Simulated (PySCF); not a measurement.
1-silylprop-2-en-1-one (C₃H₆OSi), SMILES [SiH3]C(=O)C=C. Atoms are numbered in the order given.

```xyz
11

C      0.3068    -2.4677     0.0000
C      0.7188    -1.1959     0.0000
C     -0.2740    -0.0740     0.0000
O     -1.4737    -0.2820     0.0000
Si     0.2874     1.7760     0.0000
H     -0.7666    -2.6855     0.0000
H      1.0095    -3.3062     0.0000
H      1.7833    -0.9371     0.0000
H      1.7749     1.9033     0.0000
H     -0.2726     2.4212    -1.2189
H     -0.2726     2.4212     1.2189
```

The structure is a stationary point at ωB97X-D3(BJ)/def2-SVP. The values are those of a single conformer.

Level of theory: PySCF with B3LYP/def2-TZVP.

ESP charges are fitted to the potential on shells at 1.4 to 2.0 van der Waals radii. Atomic charges (e):

```json
[
 {"atom": "C1", "Mulliken": "-0.19", "Löwdin": "-0.13", "IAO": "-0.23", "ESP fit": "-0.30"},
 {"atom": "C2", "Mulliken": "(withheld)", "Löwdin": "-0.21", "IAO": "-0.20", "ESP fit": "-0.22"},
 {"atom": "C3", "Mulliken": "(withheld)", "Löwdin": "-0.42", "IAO": "0.13", "ESP fit": "0.50"},
 {"atom": "O4", "Mulliken": "-0.29", "Löwdin": "0.13", "IAO": "-0.41", "ESP fit": "-0.45"},
 {"atom": "Si5", "Mulliken": "0.24", "Löwdin": "0.33", "IAO": "0.58", "ESP fit": "0.07"},
 {"atom": "H6", "Mulliken": "0.15", "Löwdin": "0.14", "IAO": "0.17", "ESP fit": "0.18"},
 {"atom": "H7", "Mulliken": "0.13", "Löwdin": "0.13", "IAO": "0.16", "ESP fit": "0.17"},
 {"atom": "H8", "Mulliken": "(withheld)", "Löwdin": "0.14", "IAO": "0.15", "ESP fit": "0.13"},
 {"atom": "H9", "Mulliken": "(withheld)", "Löwdin": "-0.04", "IAO": "-0.14", "ESP fit": "-0.05"},
 {"atom": "H10", "Mulliken": "(withheld)", "Löwdin": "-0.03", "IAO": "-0.11", "ESP fit": "-0.02"},
 {"atom": "H11", "Mulliken": "(withheld)", "Löwdin": "-0.03", "IAO": "-0.11", "ESP fit": "-0.02"}
]
```

Question: Complete the blanks. (Estimate from the structure and the level; the computed values follow.)

Answer: 
- C2, Mulliken: -0.18
- C3, Mulliken: 0.16
- H8, Mulliken: 0.12
- H9, Mulliken: -0.06
- H10, Mulliken: -0.04
- H11, Mulliken: -0.04

Computed Mayer and Wiberg (Löwdin basis) orders of the bonds:
```csv
bond,Mayer,Wiberg
C1–C2,1.85,2.12
C2–C3,0.97,1.26
C3–O4,1.96,2.62
C3–Si5,0.93,1.04
C1–H6,0.94,0.88
C1–H7,0.96,0.89
C2–H8,0.94,0.83
Si5–H9,0.94,0.95
Si5–H10,0.95,0.95
Si5–H11,0.95,0.95
```
